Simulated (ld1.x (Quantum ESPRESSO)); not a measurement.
The numbers below are computed, except where a source is named.
## Hardness and transferability of assorted potentials

Generated with ld1.x 7.5 (TM, RRKJ, ultrasoft, PAW), atompaw 4.2 or ONCVPSP 4.0.1. The cutoff is in Ry: for ld1.x and atompaw files where the sum of valence levels is converged to 10 mRy in a Bessel basis, for ONCV files where the hardest occupied wave has 1 mHa per electron of residual kinetic energy. The error is the largest all-electron minus pseudo excitation energy over each file’s own four to seven test configurations (ionisations up to +4, promotions, holes and added fractions of an electron), all of which were solved. The labels leave out finer settings (local radius, basis sizes, second energies), which also bear on the numbers. Spin-polarised tests are not counted. The rows are a selection from randomly drawn settings: files with unsolved tests, undetermined cutoffs or missed reference levels are left out.

A true bound ghost makes a file unfit for plane-wave use even where its test errors are small: the radial tests pick states by their node count and pass the ghost by.

```tsv
element	potential	cutoff (Ry)	largest error (meV)	bound ghosts
Ne	TM, PBE, non-relativistic, rc 0.65/1.38/1.20 (spd), local smoothed, core correction no, reference 2s2 2p4.5	230	+1727	none
Ga	TM, PW91, scalar-relativistic, rc 2.05/2.60/1.00 (spd), local p, core correction yes, reference 3d10 4s2 4p1	260	-841	none
As	RRKJ, PBE, scalar-relativistic, rc 1.70/1.50/1.20 (spd), local s, core correction no, reference 3d10 4s2 4p2.75	180	-395	none
Sb	PAW, LDA (PZ), scalar-relativistic, rc 1.85/2.05/0.95 (spd), local smoothed, core correction yes, reference 4d10 5s1.75 5p3.25	140	-109	s, p
```

Problem. Fill in the row for C: TM, LDA (PZ), non-relativistic, rc 1.10/1.70 (sp), local s, core correction no, reference 2s2 2p2.

Solution. cutoff 40 Ry, largest error +492 meV, bound ghosts: none.

Problem. Fill in the row for Ge: TM, PBE, fully relativistic, rc 1.85/1.50/1.05 (spd), local smoothed, core correction yes, reference 3d10 4s2 4p2.

Solution. cutoff 230 Ry, largest error -108 meV, bound ghosts: s.
